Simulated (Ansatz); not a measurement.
C3H6SiTe can be A, `[SiH3]CC1=C[Te]1`, or B, `C#C[SiH2][Te]C`.

Gas-phase electronic energies from Ansatz, PBE0-D4/def2-TZVP geometries. CCSD(T)/CBS adds triple-zeta CCSD(T) − MP2 to the extrapolated MP2 energy (def2 sets, frozen cores). DFT in def2-TZVPP. B3LYP here is the variant with VWN-RPA as its local correlation; programs differ in this. Elements past krypton have def2 core potentials. For Te outer-core shells are correlated without core-valence functions, which leaves a few kJ/mol of doubt a bond. Each species was taken in one conformer, which may not be the lowest.

A:

```xyz
11

Si    0.091    1.664    0.018
C    -0.734    0.012    0.459
C     0.060   -1.123    0.016
C     0.280   -2.137   -0.721
Te    2.104   -1.841    0.417
H     1.337    1.835    0.803
H     0.388    1.703   -1.434
H    -0.865    2.749    0.362
H    -1.731   -0.028    0.006
H    -0.854   -0.012    1.547
H    -0.075   -2.821   -1.472
```

B:

```xyz
11

C    -0.800    2.168   -1.136
C     0.068    1.622   -0.499
Si    1.337    0.736    0.463
Te    0.260   -0.995    1.877
C    -0.778   -1.889    0.221
H    -1.562    2.659   -1.697
H     2.299    0.146   -0.501
H     2.040    1.673    1.372
H    -1.438   -2.646    0.641
H    -1.361   -1.123   -0.285
H    -0.065   -2.350   -0.457
```

Q: Which isomer does CCSD(T)/CBS put lower? Give the gap. (Estimate.)

A: Computed: B, by 116.2 kJ/mol.

Q: Give E(B) − E(A) in kJ/mol with MP2/def2-TZVPP, B3LYP-D4, ωB97M-V, r2SCAN-D4, B3LYP, B2PLYP, PBE-D4. (Best estimate.)

A: Ansatz gave: MP2/def2-TZVPP -104.7, B3LYP-D4 -108.6, ωB97M-V -109.7, r2SCAN-D4 -104.5, B3LYP -111.4, B2PLYP -112.1, PBE-D4 -93.1. None reverses the order clearly.

Largest T1 diagnostic: 0.012.

From PBE to PBE0 (25 % exact exchange), in def2-TZVPP and without D4, E(B) − E(A) moves by −4.8 kJ/mol. In def2-TZVPP, CCSD(T) changes the Hartree–Fock value by +29.5 kJ/mol (the triples alone add +6.6 kJ/mol) and MP2 by +37.3 kJ/mol.
